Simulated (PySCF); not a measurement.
HO3S, SMILES O[S](=O)=O (connectivity only; charge and spin as stated), charge -1, multiplicity 1. Atoms are numbered in the order given.

```xyz
5

O     -0.3014     1.3859     0.1364
S     -0.2235    -0.0418    -0.3664
O     -0.9358    -0.9959     0.5495
O      1.4750    -0.3536    -0.0252
H      1.6739     0.3769     0.5777
```
Charge -1, spin multiplicity 1.

Coordinates come from a PBE0-D3(BJ)/def2-SVPD optimisation. The multiplicity is an assumed one; other spin states were not compared. The isomer is the one that the SMILES or the coordinates give; other isomers of the formula were not compared. Other conformers were not sampled.

Method: B3LYP/pcSseg-2 (PySCF).

GIAO shieldings, no solvent; atoms listed in one row are averaged. δ = σ(ref) − σ: ¹⁷O against H2O (σ = 325.5 ppm); ³³S against H2S (σ = 688.9 ppm); ¹H against TMS (σ = 31.68 ppm), references at their B3LYP-D3(BJ)/def2-TZVP geometries, non-relativistic.

| nucleus | atoms | count | δ (ppm) |
|---|---|---|---|
| ¹⁷O | O3 | 1 | 319.3 |
| ¹⁷O | O1 | 1 | 311.1 |
| ¹⁷O | O4 | 1 | 278.3 |
| ³³S | S2 | 1 | 775.5 |
| ¹H | H5 | 1 | 1.74 |
